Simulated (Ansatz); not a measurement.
Geometry optimisation, RKS PBE-D4/6-31G in Ansatz 0.2.0.

The input (input.yaml):

```yaml
crystal:
  periodic: [false, false, false]
  atoms:
    - { symbol: Si, position_ang: [0.0, 0.0, 0.0] }
    - { symbol: H, position_ang: [0.0, 0.0, 1.46] }
    - { symbol: O, position_ang: [1.5842, 0.0, -0.5594] }
    - { symbol: H, position_ang: [1.9006, -0.9521, -0.6761] }
    - { symbol: O, position_ang: [-0.7913, 1.3709, -0.5594] }
    - { symbol: H, position_ang: [-1.7491, 1.1401, -0.7818] }
    - { symbol: O, position_ang: [-0.7913, -1.3709, -0.5594] }
    - { symbol: H, position_ang: [-1.2459, -1.8365, 0.2129] }
basis:
  gaussian: { orbitals: "6-31G" }
hamiltonian:
  xc: pbe
  dispersion: d4
relax:
  f_tol: 0.02
  max_steps: 40
output:
  orbitals: {}
```

Launched with:

```bash
$ ansatz run input.yaml --threads 1 --pin off --max-ram 2048MiB --backend cpu --events-out ev --progress --plain --runs-dir out
```

Problem. Where does it end, and by what steps?

Solution. It converged. Limits of this set-up: no polarisation functions. After 8 steps the energy has fallen by 0.643 eV; H6 moved furthest, 0.79 Å.

| step | energy less start (eV) | largest force component (eV/Å) | accepted |
| --- | --- | --- | --- |
| 0 | 0.0000 | 1.994 | yes |
| 1 | -0.2913 | 1.088 | yes |
| 2 | -0.4147 | 0.469 | yes |
| 3 | -0.5087 | 0.607 | yes |
| 4 | -0.5841 | 0.493 | yes |
| 5 | -0.4139 | 2.111 | no |
| 6 | -0.6258 | 0.172 | yes |
| 7 | -0.6412 | 0.111 | yes |
| 8 | -0.6430 | 0.013 | yes |

```xyz
8
Properties=species:S:1:pos:R:3
Si -0.045 -0.061 0.229
H 0.066 0.194 1.701
O 1.496 0.001 -0.539
H 1.743 -0.745 -1.128
O -1.106 1.186 -0.308
H -1.186 1.418 -1.258
O -0.587 -1.651 -0.201
H -1.473 -1.991 0.041
```

Run time: 29 s on 1 thread of Arm Neoverse N1 (shared host), peak memory 0.11 GiB.
